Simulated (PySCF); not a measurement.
(E)-2-chlorobut-2-ene (C₄H₇Cl), SMILES C/C=C(\C)Cl. Heavy atoms are numbered as in [CH3:1]/[CH:2]=[C:3](\[CH3:4])[Cl:5]. Hydrogens are named by the atom that carries them.

Geometry optimised at B3LYP-D3(BJ)/def2-SVP.

All values below come from PySCF with PBE/pcSseg-1.

GIAO shieldings, no solvent; atoms alike by connectivity are averaged. δ = σ(ref) − σ: ¹³C against TMS (σ = 182.0 ppm); ³⁵Cl against HCl (σ = 936.5 ppm); ¹H against TMS (σ = 31.49 ppm), references at their B3LYP-D3(BJ)/def2-TZVP geometries, non-relativistic (without spin–orbit terms, shifts of atoms bonded to Cl or Br come out too high).

Question: Estimate the chemical shifts. (Estimate from the structure and the level; the computed values follow.)

Answer: 
| nucleus | atoms | count | δ (ppm) |
|---|---|---|---|
| ¹³C | C3 | 1 | 146.3 |
| ¹³C | C2 (CH) | 1 | 130.0 |
| ¹³C | C4 (CH3) | 1 | 24.1 |
| ¹³C | C1 (CH3) | 1 | 20.2 |
| ³⁵Cl | Cl5 | 1 | 311.2 |
| ¹H | H on C2 | 1 | 5.92 |
| ¹H | H on C4 | 3 | 2.29 |
| ¹H | H on C1 | 3 | 2.13 |
